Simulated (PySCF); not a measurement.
# Radial density of Sb⁻ (antimony, charge -1)

UHF, [Kr] 4d10 5s2 5p4, high-spin 3P determinant. All numbers are calculated (PySCF 2.14, scalar relativity through the core potential, in aug-cc-pVTZ-PP with ECP28MDF (6s5p4d2f, 55 functions)). This is the valence pseudo-density: the core potential removes the inner electrons and smooths the orbitals near the nucleus.

```json
{"r (bohr)": "0.00430", "4πr²ρ (e/bohr)": "2.518e-05", "4πr²(ρα − ρβ)": "0.0000"}
{"r (bohr)": "0.00723", "4πr²ρ (e/bohr)": "6.605e-05", "4πr²(ρα − ρβ)": "0.0000"}
{"r (bohr)": "0.0122", "4πr²ρ (e/bohr)": "0.0001549", "4πr²(ρα − ρβ)": "0.0000"}
{"r (bohr)": "0.0204", "4πr²ρ (e/bohr)": "0.0003026", "4πr²(ρα − ρβ)": "0.0000"}
{"r (bohr)": "0.0344", "4πr²ρ (e/bohr)": "0.0005156", "4πr²(ρα − ρβ)": "0.0000"}
{"r (bohr)": "0.0578", "4πr²ρ (e/bohr)": "0.0008545", "4πr²(ρα − ρβ)": "0.0000"}
{"r (bohr)": "0.0973", "4πr²ρ (e/bohr)": "0.003344", "4πr²(ρα − ρβ)": "0.0000"}
{"r (bohr)": "0.164", "4πr²ρ (e/bohr)": "0.03460", "4πr²(ρα − ρβ)": "0.0000"}
{"r (bohr)": "0.275", "4πr²ρ (e/bohr)": "0.5495", "4πr²(ρα − ρβ)": "0.0009"}
{"r (bohr)": "0.463", "4πr²ρ (e/bohr)": "8.229", "4πr²(ρα − ρβ)": "0.0392"}
{"r (bohr)": "0.779", "4πr²ρ (e/bohr)": "24.68", "4πr²(ρα − ρβ)": "0.0507"}
{"r (bohr)": "1.31", "4πr²ρ (e/bohr)": "8.868", "4πr²(ρα − ρβ)": "0.1099"}
{"r (bohr)": "2.20", "4πr²ρ (e/bohr)": "2.878", "4πr²(ρα − ρβ)": "0.7948"}
{"r (bohr)": "3.71", "4πr²ρ (e/bohr)": "1.096", "4πr²(ρα − ρβ)": "0.4522"}
{"r (bohr)": "6.23", "4πr²ρ (e/bohr)": "0.1474", "4πr²(ρα − ρβ)": "0.0363"}
{"r (bohr)": "10.5", "4πr²ρ (e/bohr)": "0.005770", "4πr²(ρα − ρβ)": "-0.0008"}
```

Energies and moments cover only the electrons outside the core potential.
